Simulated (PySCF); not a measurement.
# Simulated absorption spectrum

Compound: C2H8O2SSi.
Z-matrix (Å and degrees, GFN2-xTB geometry), rows numbered from 1:
```
O 
Si  1  1.6146
O   2  1.6303  1  104.49
C   3  1.3932  2  127.59  1   178.00
C   4  1.5200  3  109.50  2  -178.26
S   5  1.8247  4  111.16  3    65.67
H   1  0.9541  2  121.04  3    33.59
H   2  1.4553  1  105.29  3   118.43
H   2  1.4637  1  112.16  3  -118.03
H   4  1.0966  3  110.05  2   -57.30
H   4  1.0980  3  109.88  2    61.58
H   5  1.0882  4  110.76  3  -176.50
H   5  1.0902  4  110.51  3   -54.57
H   6  1.3295  5   94.64  4   -48.93
```

Method: TDDFT PBE0/def2-SVPD, vertical, gas phase, core orbitals frozen in the response in PySCF 2.14.0, density-fitted response routines.

Computed states:

```csv
state,E (eV),f
S1,5.69,0.0044
S2,6.10,0.017
S3,6.32,0.029
S4,6.82,0.015
S5,6.98,0.010
S6,7.21,0.0068
S7,7.22,0.015
S8,7.40,0.0028
```

Each state is given a Gaussian of 0.25 eV full width at half maximum, with ε(max) = 2.175×10⁸ f / Δν̃ (Δν̃ the width in cm⁻¹). The cross-section is σ = 3.8235×10⁻²¹ ε cm², given in Mb (10⁻¹⁸ cm²). The width is an assumption, not a result. The curve ends short of the highest state used, and states not computed would add to its high-energy end.

Problem. Give the broadened spectrum and its maxima.

Solution. 
(E (eV), σ (Mb)): (5.32, 0.00), (5.37, 0.02), (5.42, 0.07), (5.47, 0.20), (5.52, 0.48), (5.57, 0.93), (5.62, 1.43), (5.67, 1.77), (5.73, 1.72), (5.78, 1.37), (5.83, 1.07), (5.88, 1.23), (5.93, 2.14), (5.98, 3.85), (6.03, 5.93), (6.08, 7.75), (6.13, 9.03), (6.18, 10.18), (6.24, 11.93), (6.29, 12.99), (6.34, 12.44), (6.39, 9.94), (6.44, 6.47), (6.49, 3.43), (6.54, 1.60), (6.59, 1.04), (6.64, 1.57), (6.69, 2.98), (6.75, 5.36), (6.80, 7.16)

Maxima: 218 nm (5.69 eV), ε about 470, made up of S1 (100%); 197 nm (6.30 eV), ε about 3400, made up of S3 (92%) (ε in L mol⁻¹ cm⁻¹; maxima over ε = 5, shares over 10%). At its high-energy end, 6.80 eV, the curve is still rising (ε about 1900, from S4 and S5).

Problem. Coming from long wavelengths, where does ε first pass 100 L mol⁻¹ cm⁻¹?

Solution. At about 225 nm (5.51 eV), 0.19 eV below S1.

Problem. What would ε be at 6.30 eV, the highest of these maxima, with half the width (0.125 eV)?

Solution. About 5910 L mol⁻¹ cm⁻¹ against 3410, a factor of about 1.7; a lone state at its own centre would give exactly 2.

Problem. On this curve, what absorbance would a 10⁻⁴ mol/L sample give at 193 nm over a 1 cm path?

Solution. 193 nm is 6.424 eV, where ε is about 2000 L mol⁻¹ cm⁻¹, so A = ε c l ≈ 0.2 (Beer–Lambert, with the gas-phase spectrum and the assumed width).

On Arm Neoverse V1, one thread, shared host with 32 logical CPUs at a one-minute load of 17, this took 32 s wall and 0.81 GiB of memory at its peak.

One conformer stands for the species.

Without π bonds the low states are Rydberg-like; a valence basis with one diffuse set may place them up to an eV too high.
